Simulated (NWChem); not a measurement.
**Polarisability of H4Ge**

```
Ge
H 1 1.5483
H 1 1.5483 2 109.47
H 1 1.5483 2 109.47 3 -120.00
H 1 1.5483 2 109.47 3 120.00
```
Charge 0, spin multiplicity 1.

The numbers come from NWChem runs, not from measurements. All single points use one geometry, from PBE/def2-SVP, a minimum by its harmonic frequencies.

Basis set: def2-SVPD. Static limit.

The Hamiltonian is non-relativistic. B3LYP has NWChem's definition, with VWN1-RPA local correlation. The structure started from a generated list of species.

Q: One of these methods gave an isotropic polarisability of 33.57 bohr³. Which?
A. LDA (SVWN5)
B. PBE
C. B3LYP
D. HF

A: D, HF. The others give 37.90 (LDA (SVWN5)), 35.91 (B3LYP), 36.71 (PBE).
